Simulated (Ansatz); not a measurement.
One geometry of Ti₂O₄⁻, several levels of theory.

```yaml
crystal:
  periodic: [false, false, false]
  atoms:
    - {symbol: Ti, position_ang: [0.280302, -1.270824, -0.387674]}
    - {symbol: Ti, position_ang: [-0.280299, 1.270809, 0.387672]}
    - {symbol: O, position_ang: [1.747604, -2.217228, -0.310092]}
    - {symbol: O, position_ang: [0.337547, 0.428253, -1.159775]}
    - {symbol: O, position_ang: [-0.337535, -0.428250, 1.159783]}
    - {symbol: O, position_ang: [-1.747618, 2.217241, 0.310095]}
basis:
  gaussian: {orbitals: def2-SVPD, initial_orbitals: start.molden}
total_charge: -1
magnetization: {spin_polarized: true, initial_magnetization: 3}
hamiltonian: {xc: {name: LC-wPBE, parameters: {omega: 0.2/bohr}}}
scf: {omitted_lower_state_checks: [starts]}
output: {orbitals: {seedname: orbitals}}
```

The file start.molden holds the orbitals of an earlier run on this structure, at another level or in another basis.

```sh
$ ansatz run in.yaml --threads 4 --pin off --events-out ev --progress --plain --max-ram 4787MiB
```

Shortened log:

```
Functional definition: LC-wPBE
1492 factors; their error is unknown
249 factors; integrals over basis functions are off by at most 2.9e-6 eV
mean field evaluation 1: about -54396.5097 eV, gradient 8.2e0 eV
mean field evaluation 2: about -54396.9018 eV, gradient 4.4e-1 eV
mean field evaluation 4: about -54396.8632 eV, gradient 1.8e-1 eV
mean field evaluation 8: about -54396.8634 eV, gradient 1.6e-5 eV
mean field -54396.86340296 eV, -1999.0478585403 hartree, gradient 6.5e-6 eV, S^2 3.770400; 0 other end points of the search recorded, 0 dependent functions left out
reference -54396.86340299 eV, -1999.0478585417 hartree; 40, 37 occupied and 120, 123 virtual orbitals, 1492 factors
Total energy: -54396.86340299 eV, -1999.0478585417 hartree
Checks for a lower state left out: starts
```

It took 18 s on 4 threads of Arm Neoverse V2 on a shared host.

The first input with `hamiltonian: {xc: {name: LC-wPBE, parameters: {omega: 0.15/bohr}}}` (abridged; 17 s):

```
Functional definition: LC-wPBE
mean field evaluation 16: about -54396.8869 eV, gradient 6.4e-6 eV
mean field -54396.88687003 eV, -1999.0487209394 hartree, gradient 6.4e-6 eV, S^2 3.763716
Total energy: -54396.88687010 eV, -1999.0487209419 hartree
Checks for a lower state left out: starts
```

As the first input, with `hamiltonian: {xc: {name: LC-wPBE, parameters: {omega: 0.1/bohr}}}` (abridged; 21 s):

```
Functional definition: LC-wPBE
mean field -54396.84338662 eV, -1999.0471229536 hartree, gradient 4.5e-6 eV, S^2 3.759311
Total energy: -54396.84338679 eV, -1999.0471229599 hartree
Checks for a lower state left out: starts
```

Geometry: PBE-D4/def2-SVPD.

At PBE0-D4/def2-TZVPD a doublet of charge -1 lies 2.86 eV below the quartet, each at its own geometry. Another isomer (doublet) lies 0.04 eV lower at PBE0-D4/def2-TZVPD.
